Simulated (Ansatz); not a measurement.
Reaction (formal hydrolysis of a Ti–Br bond): `[OH][Ti]([OH])([Br])[Br]` + H₂O → `[OH][Ti]([OH])([OH])[Br]` + HBr

Program: Ansatz. Geometries: PBE0-D4/def2-TZVP. ΔE: electronic, gas phase. CCSD(T)/CBS is the MP2 limit (def2-TZVPP, def2-QZVPP) plus CCSD(T) − MP2 in def2-TZVPP, frozen cores. This one scheme is used for every species. Functionals use def2-TZVPP. For Br, Ti outer-core shells are correlated without core-valence functions, which leaves a few kJ/mol of doubt a bond. Scalar relativity is left out up to krypton. One conformer a species, not always the lowest.

```json
{"level": "BHLYP-D4", "ΔE (kJ/mol)": "31.6"}
{"level": "HF/def2-TZVPP", "ΔE (kJ/mol)": "23.0"}
```

Task: What does CCSD(T)/CBS give? (Estimate.)

Result: The calculation gave: +37.7 kJ/mol. The listed levels differ from it by -6.1, -14.7 kJ/mol.

Largest T1 diagnostic among the species: 0.022, so the coupled-cluster value is less sure than usual.

In def2-TZVPP, CCSD(T) changes the Hartree–Fock value by +8.6 kJ/mol (the triples alone add +6.1 kJ/mol) and MP2 by +21.2 kJ/mol. The D4 term adds +4.3 kJ/mol with B3LYP and +2.3 kJ/mol with PBE0; it sums over pairs of atoms, weighted by their polarisabilities, and B3LYP, whose exchange is more repulsive, gets the larger term. From BLYP to BHLYP (50 % exact exchange), in def2-TZVPP and without D4, ΔE moves by +3.0 kJ/mol.

B3LYP here is the variant with VWN-RPA as its local correlation; programs differ in this.
